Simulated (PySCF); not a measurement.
Isomers of C5H2FNO, one GFN2-xTB conformer each. Single-point energies are computed at PBE0/pcSseg-1 (PySCF, gas phase, no added dispersion term), electronic only.

```csv
SMILES,GFN2-xTB relative energy (kcal/mol)
N#CC1=CC(=O)[C@H]1F,40.4
N#Cc1coc(F)c1,0.0
C#Cc1ncc(F)o1,14.1
```

**Question.** What does PBE0/pcSseg-1 give for the same structures?

**Answer.** 
```
             SMILES  PBE0/pcSseg-1 E (Eh)  PBE0/pcSseg-1 (kcal/mol)  GFN2-xTB (kcal/mol)  point group
      N#Cc1coc(F)c1            -420.99510                       0.0                  0.0           Cs
N#CC1=CC(=O)[C@H]1F            -420.96046                      21.7                 40.4           C1
      C#Cc1ncc(F)o1            -420.94228                      33.1                 14.1           Cs
```

Both levels put the same isomer lowest; measured from each level's own lowest isomer, the values differ by up to 19.0 kcal/mol (C#Cc1ncc(F)o1: 14.1 against 33.1). As drawn, the lowest has a C≡N group, which the highest lacks; the highest has a C≡C bond, which the lowest lacks.

**Question.** Which frontier levels, dipoles and rotational constants go with these structures?

**Answer.** 
| SMILES | HOMO (eV, PBE0/pcSseg-1) | LUMO (eV) | dipole (D) | A, B, C (MHz) |
| --- | --- | --- | --- | --- |
| N#Cc1coc(F)c1 | -7.55 | -1.29 | 2.68 | 7361, 1273, 1085 |
| N#CC1=CC(=O)[C@H]1F | -8.30 | -3.39 | 2.05 | 4511, 1477, 1151 |
| C#Cc1ncc(F)o1 | -7.14 | -1.40 | 0.59 | 6685, 1386, 1148 |
